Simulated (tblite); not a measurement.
Species: C5H10FOP.
Atom-mapped SMILES: `[CH3:1][CH:2]([CH3:3])/[C:4]([F:5])=[P:6]\[CH2:7][OH:8]` (hydrogens: H9, H10, H11 on C1; H12 on C2; H13, H14, H15 on C3; H16, H17 on C7; H18 on O8)

The geometry is computed with GFN2-xTB (gas phase).

Question: List the bond lengths, angles and torsions at this level.

Answer: 
| bond | length (bohr) |
| --- | --- |
| C1–C2, C2–C3 | 2.894 |
| C2–C4 | 2.828 |
| C4–F5 | 2.565 |
| C4=P6 | 3.176 |
| P6–C7 | 3.572 |
| C7–O8 | 2.654 |
| C1–H9 and 5 like bonds | 2.055 |
| C2–H12 | 2.062 |
| C7–H16, C7–H17 | 2.069 |
| O8–H18 | 1.821 |

Bonds in one row agree within 0.02 bohr and their mean is given. A selection of angles:
| angle | degrees |
| --- | --- |
| C2–C1–H9 | 110.2 |
| H9–C1–H10 | 108.7 |
| C1–C2–C3 | 110.8 |
| C1–C2–C4 | 109.1 |
| C1–C2–H12 | 108.6 |
| C4–C2–H12 | 109.1 |
| C2–C3–H15 | 110.7 |
| C2–C4–F5 | 112.4 |
| C2–C4–P6 | 133.5 |
| F5–C4–P6 | 114.0 |
| C4–P6–C7 | 100.8 |
| P6–C7–O8 | 113.5 |
| P6–C7–H16 | 109.7 |
| P6–C7–H17 | 107.3 |
| O8–C7–H16 | 106.9 |
| O8–C7–H17 | 111.3 |
| H16–C7–H17 | 108.0 |
| C7–O8–H18 | 109.1 |

Torsions: C1–C2–C4–F5 64° (synclinal); C2–C4–P6–C7 0° (synperiplanar); C4–P6–C7–O8 60° (synclinal); H18–O8–C7–P6 66° (synclinal). The mirror-image conformer, all signs reversed, is as good.

The 3 C–C bonds span 1.496 Å (C2–C4, drawn single) to 1.532 Å (C1–C2, drawn single), a spread of 0.036 Å. P6 (phosphorus bonded to 2 C) is bent (angle 100.8°). The C–P distances run from 1.680 Å (C4=P6, drawn double) to 1.890 Å (P6–C7, drawn single), a spread of 0.210 Å. Of the pairs four or more bonds apart, O8···H12 is among the closest relative to their van der Waals radii: 2.40 Å, 88 % of the sum of Bondi's values.

Point group: C1 (no symmetry element, even within 0.4 Å). Its GFN2-xTB frequencies are all real (lowest 31 cm⁻¹). One conformer, not necessarily the lowest (C1–C2–C4–F5 64°, C4–P6–C7–O8 60°, P6–C7–O8–H 66°). 3 starts were optimised and ended at 0.00, 1.55 and 2.43 kcal/mol (GFN2-xTB); the lowest of these is shown.
